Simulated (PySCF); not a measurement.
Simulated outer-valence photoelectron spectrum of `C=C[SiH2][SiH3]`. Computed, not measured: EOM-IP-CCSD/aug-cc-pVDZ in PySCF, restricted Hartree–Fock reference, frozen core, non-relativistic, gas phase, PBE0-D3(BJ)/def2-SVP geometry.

Each root has a Gaussian of 0.3 eV full width with its one-hole share as area; cross sections and vibrations are left out, and the highest printed point is 100.

(ionisation energy (eV), intensity): (9.8, 1), (9.9, 6), (10.0, 27), (10.1, 66), (10.2, 99), (10.3, 100), (10.4, 67), (10.5, 28), (10.6, 7), (10.7, 1), (10.8, 0), (10.9, 0), (11.0, 2), (11.1, 11), (11.2, 34), (11.3, 59), (11.4, 56), (11.5, 28), (11.6, 9), (11.7, 8), (11.8, 26), (11.9, 54), (12.0, 62), (12.1, 48), (12.2, 48), (12.3, 62), (12.4, 56), (12.5, 37), (12.6, 41), (12.7, 60), (12.8, 55), (12.9, 27), (13.0, 7), (13.1, 1), (13.2, 0), (13.3, 0), (13.4, 0), (13.5, 0), (13.6, 0), (13.7, 3), (13.8, 15), (13.9, 42), (14.0, 62), (14.1, 49), (14.2, 21), (14.3, 5), (14.4, 1), (14.5, 0), (14.6, 0), (14.7, 0), (14.8, 0), (14.9, 0), (15.0, 0), (15.1, 0), (15.2, 2), (15.3, 12), (15.4, 37), (15.5, 59), (15.6, 52), (15.7, 24), (15.8, 6), (15.9, 1)

Task: Where are the maxima, and how many lines lie under the curve?

Result: 7 maxima, at 10.3, 11.3, 12.0, 12.3, 12.7, 14.0 and 15.5 eV, from 8 lines. At this width some lines have no maximum of their own.

Task: List the lines with their holes.

Result: 
```json
{"E (eV)": "10.17", "leading hole (HF orbital)": "HOMO-1", "area": "0.95", "Koopmans (eV)": "10.80"}
{"E (eV)": "10.33", "leading hole (HF orbital)": "HOMO", "area": "0.96", "Koopmans (eV)": "10.38"}
{"E (eV)": "11.34", "leading hole (HF orbital)": "HOMO-2", "area": "0.95", "Koopmans (eV)": "12.38"}
{"E (eV)": "11.97", "leading hole (HF orbital)": "HOMO-3", "area": "0.94", "Koopmans (eV)": "12.74"}
{"E (eV)": "12.33", "leading hole (HF orbital)": "HOMO-4", "area": "0.94", "Koopmans (eV)": "13.10"}
{"E (eV)": "12.74", "leading hole (HF orbital)": "HOMO-5", "area": "0.94", "Koopmans (eV)": "13.53"}
{"E (eV)": "14.01", "leading hole (HF orbital)": "HOMO-6", "area": "0.94", "Koopmans (eV)": "15.39"}
{"E (eV)": "15.53", "leading hole (HF orbital)": "HOMO-7", "area": "0.92", "Koopmans (eV)": "17.08"}
```

The widest gap, 1.52 eV, lies between 14.01 and 15.53 eV. Only orbitals with −ε under 21 eV, eight at most, were ionised, so the high end of the curve may lack lines.

Conformer computed: `[CH2:1]=[CH:2][SiH2:3][SiH3:4]`: C1–C2–Si3–Si4 -5°.

One conformer stands for the species.
